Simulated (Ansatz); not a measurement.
Program: Ansatz. Geometries: PBE0-D4/def2-TZVP. ΔE: electronic, gas phase. CCSD(T)/CBS adds triple-zeta CCSD(T) − MP2 to the extrapolated MP2 energy (def2 sets, frozen cores). This one scheme is used for every species. DFT in def2-TZVPP. B3LYP here is the variant with VWN-RPA as its local correlation; programs differ in this. Each species was taken in one conformer, which may not be the lowest.

Consider the ligand exchange at the Si–C bond: `C[SiH2][SiH2]N` + HCl → `N[SiH2][SiH2]Cl` + CH₄.

CCSD(T)/CBS gives -104.2 kJ/mol.

Task: Another level gave -100.9 kJ/mol. Which?
A. RPA@PBE/def2-TZVPP
B. LC-ωPBE/def2-TZVPP
C. B3LYP/def2-TZVPP
D. BHLYP-D4/def2-TZVPP

Result: B. LC-ωPBE -100.9, BHLYP-D4 -111.1, RPA@PBE/def2-TZVPP -96.2, B3LYP -106.7 kJ/mol.

Task: What do rigid-rotor, harmonic-oscillator terms from PBE0-D4/def2-TZVP frequencies (298.15 K, 1 bar) make of the CCSD(T)/CBS value? (Best estimate.)

Result: The calculation gave: ΔZPE = +8.3 kJ/mol, ΔH = -96.7 kJ/mol, ΔS = -8 J/(mol·K), ΔG = -94.3 kJ/mol. Modes under 50 cm⁻¹ make the entropy rough.

Largest T1 diagnostic among the species: 0.011.

Leaving LDA and LC-ωPBE aside and taking each functional with its dispersion term where it has one, the values, not all of them listed here, spread over 10.3 kJ/mol, from BHLYP-D4 to revPBE-D4. LDA lies +4.9 kJ/mol from PBE without D4. In def2-TZVPP, CCSD(T) changes the Hartree–Fock value by +15.0 kJ/mol (the triples alone add +0.8 kJ/mol) and MP2 by +9.6 kJ/mol.

CCSD(T)/CBS has its own doubt, a few kJ/mol and more with outer-core shells, so smaller differences from it don't rank the levels.
